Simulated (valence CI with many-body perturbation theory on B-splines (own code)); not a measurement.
# Level structure of Re61+

Calculated by valence CI with perturbative core correlation (CI+MBPT): four valence electrons over a frozen Dirac-Fock core [Ne], a basis of 11 s, 11 p, 9 d, 7 f, 5 g, 2 h, 1 i functions for each j, with the one-electron correlation potential Σ1, the two-electron term Σ2, the three-electron term Σ3, Breit, model QED; selected CI, second order for the rest (own B-spline code, finite nucleus).

No measured spectrum was set against this ion. As an estimate, large intervals hold to a few tenths of a per cent, small ones and those within an open d or f shell to about a per cent.

Levels 1 to 45 of 66, with energies above the lowest level, (3s^2 3p1/2^2) J=0. "Leading %" is the weight of the configuration and term that name the level; weights of strongly mixed levels are sums over their largest components and can fall short. In the jj column 3d3/2^4 stands for four electrons in 3d with j = 3/2. Lifetimes count E1, E2, E3, M1 and M2 decay at the calculated energies, and are blank where another channel may lead or the interval is too uncertain; long ones can be off by a factor of two.

```tsv
No.	Configuration	Term	J	E (eV)	Leading %	Lifetime	Second component	g	Leading jj
1	3s2 3p2	3P	0	0.0	69		31 % 3s2 3p2 1S		3s^2 3p1/2^2 (100 %)
2	3s2 3p2	3P	1	371.5	100	3.09 ns		1.488	3s^2 3p1/2 3p3/2 (100 %)
3	3s2 3p2	1D	2	380.9	64	169 ns	35 % 3s2 3p2 3P	1.161	3s^2 3p1/2 3p3/2 (99 %)
4	3s 3p3	3P°	2	543.9	47	35.4 ps	27 % 3s 3p3 5S°	1.520	3s 3p1/2^2 3p3/2 (97 %)
5	3s 3p3	3D°	1	571.9	28	1.14 ps	24 % 3s 3p3 1P°	1.046	3s 3p1/2^2 3p3/2 (82 %)
6	3s2 3p 3d	3F°	2	595.4	74	94.1 ps	20 % 3s2 3p 3d 1D°	0.752	3s^2 3p1/2 3d3/2 (99 %)
7	3s2 3p 3d	3D°	1	640.2	43	193 fs	25 % 3s2 3p 3d 1P°	0.880	3s^2 3p1/2 3d3/2 (82 %)
8	3s2 3p 3d	3P°	2	701.8	46	2.80 ps	34 % 3s2 3p 3d 3D°	1.284	3s^2 3p1/2 3d5/2 (97 %)
9	3s2 3p 3d	3F°	3	703.0	51	4.27 ps	26 % 3s2 3p 3d 1F°	1.103	3s^2 3p1/2 3d5/2 (99 %)
10	3s2 3p2	3P	2	759.6	63	1.21 ns	35 % 3s2 3p2 1D	1.310	3s^2 3p3/2^2 (98 %)
11	3s 3p2 3d	3D	1	772.2	44	17.1 ps	38 % 3s 3p2 3d 5F	0.442	3s 3p1/2^2 3d3/2 (99 %)
12	3s 3p2 3d	3D	2	779.8	29	17.4 ps	18 % 3s 3p2 3d 5F	1.125	3s 3p1/2^2 3d3/2 (97 %)
13	3s2 3p2	1S	0	780.4	68	883 ps	31 % 3s2 3p2 3P		3s^2 3p3/2^2 (98 %)
14	3s 3p2 3d	3D	3	873.5	35	3.74 ps	20 % 3s 3p2 3d 5D	1.343	3s 3p1/2^2 3d5/2 (98 %)
15	3s 3p2 3d	3F	2	887.7	27	3.38 ps	21 % 3s 3p2 3d 1D	1.025	3s 3p1/2^2 3d5/2 (97 %)
16	3s 3p3	3D°	2	906.4	49	1.64 ps	45 % 3s 3p3 5S°	1.527	3s 3p1/2 3p3/2^2 (96 %)
17	3s 3p3	3D°	3	925.3	94	2.39 ps		1.310	3s 3p1/2 3p3/2^2 (94 %)
18	3s 3p3	3P°	0	937.0	86	1.32 ps	13 % 3s2 3p 3d 3P°		3s 3p1/2 3p3/2^2 (86 %)
19	3s 3p3	1D°	2	951.9	55	630 fs	12 % 3s2 3p 3d 3D°	1.082	3s 3p1/2 3p3/2^2 (71 %)
20	3s 3p3	3P°	1	952.2	33	772 fs	20 % 3s 3p3 3D°	1.269	3s 3p1/2 3p3/2^2 (82 %)
21	3s 3p3	3S°	1	963.8	31	274 fs	27 % 3s 3p3 3P°	1.339	3s 3p1/2 3p3/2^2 (97 %)
22	3s2 3p 3d	3F°	3	1004.7	45	402 fs	37 % 3s2 3p 3d 1F°	1.081	3s^2 3p3/2 3d3/2 (94 %)
23	3s2 3p 3d	3D°	2	1009.4	39	183 fs	20 % 3s 3p3 1D°	1.058	3s^2 3p3/2 3d3/2 (70 %)
24	3s2 3p 3d	3P°	1	1009.9	46	231 fs	32 % 3s2 3p 3d 3D°	1.116	3s^2 3p3/2 3d3/2 (82 %)
25	3s2 3p 3d	3P°	0	1011.1	86	275 fs	14 % 3s 3p3 3P°		3s^2 3p3/2 3d3/2 (86 %)
26	3s2 3p 3d	3F°	4	1066.7	99	1.84 ns		1.237	3s^2 3p3/2 3d5/2 (99 %)
27	3s2 3p 3d	3P°	2	1076.7	44	4.77 ps	41 % 3s2 3p 3d 1D°	1.227	3s^2 3p3/2 3d5/2 (96 %)
28	3s2 3p 3d	3D°	3	1099.8	62	1.50 ps	36 % 3s2 3p 3d 1F°	1.200	3s^2 3p3/2 3d5/2 (95 %)
29	3s2 3p 3d	1P°	1	1110.3	62	2.10 ps	24 % 3s2 3p 3d 3P°	1.072	3s^2 3p3/2 3d5/2 (97 %)
30	3s 3p2 3d	5F	2	1114.1	24	2.37 ps	20 % 3p4 3P	1.168	3s 3p1/2 3p3/2 3d3/2 (67 %)
31	3s 3p2 3d	5D	0	1121.3	74	12.0 ps	14 % 3s 3p2 3d 3P		3s 3p1/2 3p3/2 3d3/2 (93 %)
32	3s 3p2 3d	5D	1	1124.1	51	12.7 ps	23 % 3s 3p2 3d 5F	1.131	3s 3p1/2 3p3/2 3d3/2 (99 %)
33	3s 3p2 3d	5F	3	1129.6	43	11.8 ps	35 % 3s 3p2 3d 3F	1.129	3s 3p1/2 3p3/2 3d3/2 (97 %)
34	3p4	3P	2	1134.4	30	763 fs	20 % 3s 3p2 3d 5F	1.186	3s 3p1/2 3p3/2 3d3/2 (49 %)
35	3p4	1S	0	1146.9	44	613 fs	25 % 3p4 3P		3p1/2^2 3p3/2^2 (70 %)
36	3s 3p2 3d	3G	4	1147.1	31	33.9 ps	19 % 3s 3p2 3d 5F	1.156	3s 3p1/2 3p3/2 3d3/2 (95 %)
37	3s 3p2 3d	3F	2	1161.2	57	666 fs	9 % 3s 3p2 3d 3P	0.909	3s 3p1/2 3p3/2 3d3/2 (87 %)
38	3s 3p2 3d	3D	3	1167.9	32	389 fs	16 % 3s 3p2 3d 3F	1.265	3s 3p1/2 3p3/2 3d3/2 (94 %)
39	3s 3p2 3d	3P	1	1172.5	30	354 fs	29 % 3s 3p2 3d 5P	1.696	3s 3p1/2 3p3/2 3d3/2 (97 %)
40	3s 3p2 3d	3D	2	1174.7	24	260 fs	21 % 3s 3p2 3d 5P	1.373	3s 3p1/2 3p3/2 3d3/2 (85 %)
41	3s 3p2 3d	3G	3	1177.2	45	373 fs	20 % 3s 3p2 3d 1F	0.944	3s 3p1/2 3p3/2 3d3/2 (98 %)
42	3s 3p2 3d	3D	1	1178.8	45	305 fs	18 % 3s 3p2 3d 1P	0.802	3s 3p1/2 3p3/2 3d3/2 (97 %)
43	3s 3p2 3d	3D	1	1203.9	46	183 fs	19 % 3s 3p2 3d 3P	0.955	3s 3p1/2 3p3/2 3d3/2 (93 %)
44	3s 3p2 3d	3F	2	1205.8	29	197 fs	14 % 3s 3p2 3d 1D	0.960	3s 3p1/2 3p3/2 3d3/2 (74 %)
45	3s 3p2 3d	5D	4	1207.4	46	93.6 ps	36 % 3s 3p2 3d 5F	1.381	3s 3p1/2 3p3/2 3d5/2 (99 %)
```

The ionisation energy to 3s2 3p 2P°_1/2 of the next ion comes out as 6811.6 eV (NIST: 6810 ± 12 eV (theoretical)). All 66 levels together are meant to be complete up to 1336.7 eV.
